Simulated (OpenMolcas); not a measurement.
## Au5+: moving or changing the point charges

Au5+ among 6 point charges of -1.7 e arranged as a trigonal antiprism (D3d), 1.98 Å from the ion, with a polar angle of 60.2° against the regular 54.74°.
```
   0.0000    1.7183    0.9837  -1.70
  -1.4881   -0.8592    0.9837  -1.70
   1.4881   -0.8592    0.9837  -1.70
   0.0000   -1.7183   -0.9837  -1.70
   1.4881    0.8592   -0.9837  -1.70
  -1.4881    0.8592   -0.9837  -1.70
```

```
Program             : OpenMolcas
Method              : CASSCF
Basis               : ANO-RCC-VDZP [7s6p4d2f]
Scalar Hamiltonian  : DKH2, point nucleus
Active space        : 6 electrons in 5 orbitals (5d)
State averaging     : 2S+1 = 5 even, 5 roots; 2S+1 = 3 even, 45 roots; 2S+1 = 1 even, 50 roots
Spin-orbit coupling : state interaction with AMFI integrals over the reference wave functions
```

Runs around this geometry, states (labels of D3, the rotations of D3d). Energies in cm-1 above the lowest state or level, χT in cm3 K/mol.

```
R (Å)  q (e)  Polar angle / regular  Ground state  First state of that spin  First gap with spin-orbit (degeneracies)  χT at 300 K  First state of another spin
 1.98  -0.85                    1.1           5A1                   5E 1427                              187.2 (1, 2)        4.496                    3A2 20461
 1.85   -1.7                    1.1           5A1                   5E 3770                              613.2 (1, 2)        2.776                    3A2 16963
 1.98   -1.7                    1.1           5A1                   5E 3027                              422.8 (1, 2)        3.549                    3A2 18758
 2.21   -1.7                    1.1           5A1                   5E 2106                              269.6 (1, 2)        4.191                    3A2 20446
 1.98   -1.7                   1.19           5A1                   5E 4341                              628.4 (1, 2)        2.829                    3A2 19226
```

Taking the first state of the same spin as R^-n, n = -ln(2106 / 3770) / ln(2.21 / 1.85) = 3.3 between the shortest and longest distance.

Scaling the charges by -0.85 / -1.7 = 0.50 scales the first state of the same spin by 1427 / 3027 = 0.47; with fixed orbitals a first-order splitting would follow the charge.

Without dynamic correlation the repulsion within the d shell is too large (B by tens of per cent), so at a given field states of lower spin stand too high. Point charges give a weaker field than real ligands, and real ions of this kind are as a rule low spin; the high spin found here belongs to the model. Spin-orbit coupling mixes the spin-free states strongly: the lowest level takes only 48 % from its leading state, 5A1 (figures for R = 1.98, q = -0.85, ratio = 1.1; the like holds for R = 1.85, q = -1.7, ratio = 1.1, R = 1.98, q = -1.7, ratio = 1.1, R = 2.21, q = -1.7, ratio = 1.1, R = 1.98, q = -1.7, ratio = 1.19). The ground term spreads over less than 5000 cm-1, several times less than with real ligands, so orbital moments are less quenched and χT lies further from the spin-only value than at real sites (holds for R = 1.98, q = -0.85, ratio = 1.1). Point charges carry no covalency, so the field is a model and not that of real ligands. No measured value stands beside these numbers.
